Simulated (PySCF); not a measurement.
Compound: C3H7AlN2.
Structure used (PBE0-D3(BJ)/def2-SVP), in Å, numbered top down from 1:
```
atom  x, y, z in Å
C1    -3.3090    0.2026   -0.5295
N2    -2.0988   -0.0917   -0.4051
Al3   -0.8424   -1.3515   -0.7891
N4     0.8254   -0.3052   -0.2313
C5     1.7644    0.2812    0.0834
C6     2.9386    1.0239    0.4815
H7    -3.7345    1.1481   -0.1180
H8    -4.0712   -0.4273   -1.0491
H9    -0.4559   -1.5849   -2.3268
H10   -0.7286   -2.5550    0.2594
H11    3.4451    1.4255   -0.4077
H12    2.6440    1.8557    1.1372
H13    3.6300    0.3637    1.0245
```

Method used: PBE0-D3(BJ)/def2-SVP geometry optimisation, gas phase in PySCF 2.14.0.

Masses are those of the commonest isotopes; rigid-rotor values at the optimised geometry. The values belong to one conformer with, in the numbering `[CH2:1]=[N:2][AlH2-:3][N+:4]#[C:5][CH3:6]`, C1–N2–Al3–N4 170°.

Problem. Give the principal moments of inertia and the rotational constants in MHz.

Solution. Ia = 73.56, Ib = 453.71, Ic = 516.02 u·Å²; 505379 MHz·u·Å²/I gives A = 6871, B = 1114, C = 979.4 MHz.

Problem. Classify the top.

Solution. A near-prolate asymmetric top; Ray's κ = -0.954.

Problem. What does the inertial defect say?

Solution. Not planar: Δ = Ic − Ia − Ib = -11.24 u·Å². For a rigid frame Δ = −2 Σ m c², so Σ m c² = 5.62 u·Å² lies off the ab plane: 5.56 from hydrogen and 0.06 from heavier atoms. The atom farthest from that plane is 1.40 Å away.

Problem. Give the other two planar moments, Paa and Pbb, and the rms extents of the mass along the axes.

Solution. Paa = Σ m a² = (Ib + Ic − Ia)/2 = 448.08 and Pbb = Σ m b² = (Ia + Ic − Ib)/2 = 67.93 u·Å². With the mass M = 98.04 u, the rms extents √(P/M) along a, b and c are 2.14, 0.83, 0.24 Å.

Problem. Where do the levels up to J = 5 lie, in cm⁻¹?

Solution. Above 0(0,0):
J = 1: 1(0,1) 0.0698, 1(1,1) 0.2618, 1(1,0) 0.2663
J = 2: 2(0,2) 0.2094, 2(1,2) 0.3970, 2(1,1) 0.4105, 2(2,1) 0.9865, 2(2,0) 0.9866
J = 3: 3(0,3) 0.4186, 3(1,3) 0.5997, 3(1,2) 0.6266, 3(2,2) 1.1960, 3(2,1) 1.1964, 3(3,1) 2.1674, 3(3,0) 2.1674
J = 4: 4(0,4) 0.6971, 4(1,4) 0.8699, 4(1,3) 0.9147, 4(2,3) 1.4752, 4(2,2) 1.4764, 4(3,2) 2.4468, 4(3,1) 2.4468, 4(4,1) 3.8066, 4(4,0) 3.8066
J = 5: 5(0,5) 1.0447, 5(1,5) 1.2074, 5(1,4) 1.2747, 5(2,4) 1.8242, 5(2,3) 1.8269, 5(3,3) 2.7962, 5(3,2) 2.7962, 5(4,2) 4.1559, 5(4,1) 4.1559, 5(5,1) 5.9041, 5(5,0) 5.9041
The levels of one J sum to (2J + 1)J(J + 1)(A + B + C)/3.

Problem. Which lines would a microwave search look for?

Solution. The dipole components are |μa| = 7.06 D, |μb| = 2.65 D, |μc| = 0.17 D. The squared components, which scale the intensities, stand as 1.00 : 0.14 : 0.00 (a : b : c). Some lines, for components of 0.1 D or more:

```json
{"type": "a", "branch": "Q", "J(Ka,Kc)": "2(1,1) ← 2(1,2)", "MHz": "404", "lower level (cm⁻¹)": "0.397"}
{"type": "b", "branch": "R", "J(Ka,Kc)": "3(0,3) ← 2(1,2)", "MHz": "646", "lower level (cm⁻¹)": "0.397"}
{"type": "a", "branch": "R", "J(Ka,Kc)": "2(1,2) ← 1(1,1)", "MHz": "4052", "lower level (cm⁻¹)": "0.262"}
{"type": "a", "branch": "R", "J(Ka,Kc)": "2(1,1) ← 1(1,0)", "MHz": "4321", "lower level (cm⁻¹)": "0.266"}
{"type": "c", "branch": "R", "J(Ka,Kc)": "1(1,0) ← 0(0,0)", "MHz": "7984", "lower level (cm⁻¹)": "0.000"}
{"type": "a", "branch": "R", "J(Ka,Kc)": "4(1,4) ← 3(1,3)", "MHz": "8099", "lower level (cm⁻¹)": "0.600"}
{"type": "a", "branch": "R", "J(Ka,Kc)": "4(2,3) ← 3(2,2)", "MHz": "8371", "lower level (cm⁻¹)": "1.196"}
{"type": "b", "branch": "R", "J(Ka,Kc)": "4(1,4) ← 3(0,3)", "MHz": "13530", "lower level (cm⁻¹)": "0.419"}
{"type": "b", "branch": "Q", "J(Ka,Kc)": "4(2,2) ← 4(1,3)", "MHz": "16839", "lower level (cm⁻¹)": "0.915"}
{"type": "c", "branch": "Q", "J(Ka,Kc)": "2(2,1) ← 2(1,1)", "MHz": "17270", "lower level (cm⁻¹)": "0.410"}
{"type": "b", "branch": "R", "J(Ka,Kc)": "2(2,0) ← 1(1,1)", "MHz": "21728", "lower level (cm⁻¹)": "0.262"}
{"type": "c", "branch": "R", "J(Ka,Kc)": "3(2,1) ← 2(1,1)", "MHz": "23562", "lower level (cm⁻¹)": "0.410"}
{"type": "b", "branch": "R", "J(Ka,Kc)": "3(2,1) ← 2(1,2)", "MHz": "23965", "lower level (cm⁻¹)": "0.397"}
{"type": "b", "branch": "Q", "J(Ka,Kc)": "3(3,1) ← 3(2,2)", "MHz": "29121", "lower level (cm⁻¹)": "1.196"}
{"type": "c", "branch": "Q", "J(Ka,Kc)": "4(4,1) ← 4(3,1)", "MHz": "40763", "lower level (cm⁻¹)": "2.447"}
{"type": "b", "branch": "R", "J(Ka,Kc)": "4(4,0) ← 3(3,1)", "MHz": "49141", "lower level (cm⁻¹)": "2.167"}
```

Whether it is a minimum is left open (no frequencies). These are rigid-rotor constants of the computed structure; measured ground-state constants (B0) also hold zero-point vibration. A rigid rotor knows nothing of internal rotation, which can split or shift real lines. Quadrupole hyperfine structure (14N, 27Al) is left out.

Time: 76 s; peak memory 0.52 GiB. Hardware: one thread, Arm Neoverse V2 (aarch64), no GPU (shared host). That covers the optimisation of the geometry.
